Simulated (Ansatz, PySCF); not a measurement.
Caution: the restricted solution is unstable towards spin-unrestricted or complex orbitals, so a lower solution exists and this singlet may not be the ground state. This singlet is an excited state, 0.54 eV above the relaxed triplet at the level composite: frozen-core CCSD(T) with HF/cc-pV5Z and the correlation energy extrapolated as X^-3 from cc-pVQZ and cc-pV5Z, plus CCSDT(Q) minus CCSD(T) in cc-pVDZ // B3LYP-D3(BJ)/def2-TZVP (Ansatz, a quantum-chemistry and plane-wave program).

B3LYP has the VWN-RPA correlation part, as in Gaussian. 

Cartesian coordinates (Å):
SMILES: [S+]O
```xyz
3

O     -0.2482     0.4023     0.0000
S      1.1991    -0.1047     0.0000
H     -0.9509    -0.2976     0.0000
```
Charge +1, spin multiplicity 1.

**Question.** What HOMO, HOMO–LUMO gap, LUMO and total energy does PySCF with B3LYP-D3(BJ)/def2-TZVP give?

**Answer.** 
| Quantity | Value |
|---|---|
| HOMO | -15.05 eV |
| HOMO–LUMO gap | 1.79 eV |
| LUMO | -13.25 eV |
| total energy | -473.6490 Ha |
